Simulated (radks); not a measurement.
Values are calculated unless marked as measured or tabulated.
Problem. These are the eigenvalues of the occupied orbitals of an atom or ion with whole-number occupations (eV). Code: a radial shooting solver on a logarithmic mesh with Libxc functionals. Model: non-relativistic Kohn-Sham, Slater X-alpha with alpha = 0.786, spin-unpolarised, spherical densities, point nucleus.

| orbital | eigenvalue |
|---|---|
| 1s | -834.1358 |
| 2s | -36.9646 |
| 2p | -14.2587 |

Which element is it, and in what charge state? The configuration may be excited.

Solution. Z = 10, neon, charge 0: Ne in [Ne]. The list shows which subshells hold electrons but not how many an open one holds; the 1s level, -30.654 hartree, gives Z - s = 7.8 by -(Z - s)^2/2, which with screening narrows Z to a few neighbours, and the depths of the outer levels then fix element, charge and occupations together.
